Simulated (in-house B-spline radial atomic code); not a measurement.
# Pt⁺: [Xe] 4f14 5d9

Level of theory: Dirac-Kohn-Sham AM05, spherical fractional occupations, Fermi nucleus of rms radius 5.427 fm; calculated with a radial B-spline atomic code at the basis-set limit.

Effective charges: Z_r = [3n² - l(l+1)]/(2<r>) from the radius, Z_e = n√(-2ε) from the energy, and Slater's rules. Values are occupation-weighted means over j. An effective charge above Z reflects the relativistic contraction of the inner shells.

| shell | electrons | ε (eV) | <r> (bohr) | Z_r | Z_e | Slater |
| --- | --- | --- | --- | --- | --- | --- |
| 1s | 2 | -78221 | 0.01716 | 87.40 | 75.82 | 77.70 |
| 2s | 2 | -13740 | 0.07174 | 83.63 | 63.56 | 73.85 |
| 2p | 6 | -12025 | 0.0647 | 77.28 | 59.46 | 73.85 |
| 3s | 2 | -3233 | 0.1867 | 72.30 | 46.24 | 66.75 |
| 3p | 6 | -2725.5 | 0.1872 | 66.77 | 42.46 | 66.75 |
| 3d | 10 | -2123.7 | 0.1705 | 61.59 | 37.48 | 56.85 |
| 4s | 2 | -700.34 | 0.4152 | 57.80 | 28.70 | 50.25 |
| 4p | 6 | -531.87 | 0.4407 | 52.19 | 25.01 | 50.25 |
| 4d | 10 | -313.96 | 0.4687 | 44.81 | 19.21 | 38.85 |
| 5s | 2 | -109.8 | 0.9536 | 39.33 | 14.20 | 20.35 |
| 4f | 14 | -78.132 | 0.5168 | 34.83 | 9.59 | 27.45 |
| 5p | 6 | -65.239 | 1.102 | 33.11 | 10.95 | 20.35 |
| 5d | 9 | -14.334 | 1.645 | 20.97 | 5.13 | 7.20 |

The least bound orbital is 5d5/2 at -13.78 eV, and it is also the most diffuse (<r> = 1.674 bohr).

Spin-orbit splittings of the orbital energies (j = l + 1/2 above j = l - 1/2 when positive): 2p 1727 eV, 3p 379.5 eV, 3d 81.87 eV, 4p 90.58 eV, 4d 16.85 eV, 4f 3.457 eV, 5p 15.01 eV, 5d 1.383 eV.

For the 1s electron the small component carries 8.74 % of the norm, the zero-frequency Breit interaction raises the level by 289.9 eV, self-energy by 184.5 eV, and vacuum polarisation lowers it by 37.06 eV.
